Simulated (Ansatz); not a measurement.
C2H7NOSi can be A, `C=NCO[SiH3]`, or B, `NCC1O[SiH2]1`.

Computed with Ansatz on PBE0-D4/def2-TZVP structures; ΔE is electronic, products minus reactants. CCSD(T)/CBS adds triple-zeta CCSD(T) − MP2 to the extrapolated MP2 energy (def2 sets, frozen cores). Functionals use def2-TZVPP. B3LYP here is the variant with VWN-RPA as its local correlation; programs differ in this. Each species was taken in one conformer, which may not be the lowest.

Problem. Which is lower in electronic energy at CCSD(T)/CBS, and by how much? (An estimate is asked.)

Solution. The calculation gave: A, by 46.5 kJ/mol.

Problem. Give E(B) − E(A) in kJ/mol with HF/def2-TZVPP, PBE0-D4, CCSD(T)/def2-TZVPP, MP2/def2-TZVPP, r2SCAN-D4, B3LYP, B3LYP-D4. (Best estimate.)

Solution. The calculation gave: HF/def2-TZVPP 95.3, PBE0-D4 35.3, CCSD(T)/def2-TZVPP 53.1, MP2/def2-TZVPP 42.0, r2SCAN-D4 39.6, B3LYP 61.1, B3LYP-D4 59.7. None reverses the order clearly.

Largest T1 diagnostic: 0.013.

In def2-TZVPP, CCSD(T) changes the Hartree–Fock value by −42.2 kJ/mol (the triples alone add −3.6 kJ/mol) and MP2 by −53.3 kJ/mol.
